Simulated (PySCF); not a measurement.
## Computed spin Hamiltonian

C5H3ClN (doublet state).
Z-matrix (Å and degrees, GFN2-xTB geometry), rows numbered from 1:
```
C 
C   1  1.3121
C   2  1.4318  1  116.18
N   3  1.1450  2  176.71  1    -0.38
C   2  1.4573  1  125.80  3   179.98
C   5  1.3303  2  122.78  1  -179.95
Cl  6  1.7103  5  122.46  2   180.00
H   1  1.0645  2  138.11  3     0.05
H   5  1.0795  2  115.77  1     0.07
H   6  1.0806  5  123.29  2     0.02
```

The hyperfine couplings belong to this conformer and change with its torsions.

Identity: `[H]/[C]=C(C#N)/C=C/Cl` [radical].

Method: PySCF 2.14.0, UKS B3LYP, pcH-1 on C Cl H N, non-relativistic, mean-field spin-orbit, GIAO. Geometry: GFN2-xTB, one conformer, isolated molecule. The geometry wasn't refined by DFT: couplings that depend on bond lengths, twists or pyramidal angles can differ widely from those at the functional's own minimum. Stability of the SCF solution: not tested.

| Property | Result |
| --- | --- |
| g1, g2, g3 | 2.00107, 2.00222, 2.00280 |
| g_iso | 2.00203 |
| Form of g | rhombic: the two nearest values differ by 34 % of g3 − g1 |
| ⟨S²⟩ | 0.7673 (exact 0.7500) |
| α and β electrons | 29, 28 |
| Total energy | -707.15978 Eh |
| Basis functions | 215 |

Isotropic coupling and dipolar principal values T1 to T3, in MHz:

| atom | isotope | a_iso | of which spin–orbit | T1 | T2 | T3 | Mulliken spin population |
| --- | --- | --- | --- | --- | --- | --- | --- |
| C1 | 13C | 324.3 | -0.1 | -88.3 | -57.2 | 145.5 | 1.10 |
| C2 | 13C | 3.3 | 0.0 | -20.7 | 3.8 | 16.9 | -0.17 |
| C3 | 13C | 103.0 | 0.0 | -6.5 | -1.9 | 8.4 | 0.05 |
| N4 | 14N | 0.6 | 0.0 | -4.6 | -0.4 | 5.0 | 0.01 |
| C5 | 13C | 52.4 | 0.0 | -5.5 | 1.3 | 4.1 | 0.06 |
| C6 | 13C | -4.1 | 0.0 | -10.0 | 4.0 | 5.9 | -0.05 |
| Cl7 | 35Cl | -0.1 | 0.0 | -3.9 | 1.2 | 2.7 | 0.00 |
| H8 | 1H | 32.1 | 0.0 | -33.5 | -10.2 | 43.7 | 0.00 |
| H9 | 1H | -3.9 | 0.0 | -5.2 | -2.8 | 7.9 | 0.00 |
| H10 | 1H | 3.6 | 0.0 | -2.6 | -1.2 | 3.9 | 0.00 |

Largest spin populations (Mulliken): C1 (+1.10), C2 (-0.17) and C5 (+0.06). C1 is the only atom above +0.15.

Axes: g1 points within 1° of the C2–C5 bond and g3 is normal to the molecular plane.

Under fast tumbling the dipolar parts average out, and these isotropic splittings remain: 1 × 1H (H8, I = 1/2, 2 lines) with 1.14 mT, 1 × 1H (H9, I = 1/2, 2 lines) with 0.14 mT and 1 × 1H (H10, I = 1/2, 2 lines) with 0.13 mT.

The 13C coupling of C1 (324.3 MHz) shows only in satellite lines or after enrichment, since that isotope makes up about 1.07 % of natural carbon.
